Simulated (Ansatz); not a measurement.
Species: PN (charge -1, doublet). 
Structure (B3LYP-D3(BJ)/def2-TZVP (Ansatz, a first-principles code) minimum search):
```
N
P 1 1.5504
```
Charge -1, spin multiplicity 2.

Basis-set convergence of Hartree-Fock and CCSD correlation energies (hartree) with Ansatz. Cores are frozen in the correlated levels unless marked. Open shells are spin-unrestricted. Spin-orbit coupling is left out. Non-relativistic.

The UHF reference is spin-contaminated (<S^2> 0.38 over the pure value in the largest basis). The T1 diagnostic of CCSD in the largest basis is 0.078, which is high, so the coupled-cluster rows are less sure than usual.

| basis | functions | E(HF) | E(corr, CCSD) |
|---|---|---|---|
| def2-SVPD | 44 | -394.97342 | -0.29944 |
| def2-TZVPPD | 85 | -395.16854 | -0.35052 |
| def2-QZVPPD | 139 | -395.18279 | -0.37002 |

Extrapolating the two largest sets (X = 3 and 4) as X^-3: E(corr) = (64·(-0.37002) - 27·(-0.35052))/37 = -0.3842 Eh, an estimate of the basis-set limit. The largest set recovers 96.3 % of it, the smallest 77.9 %.
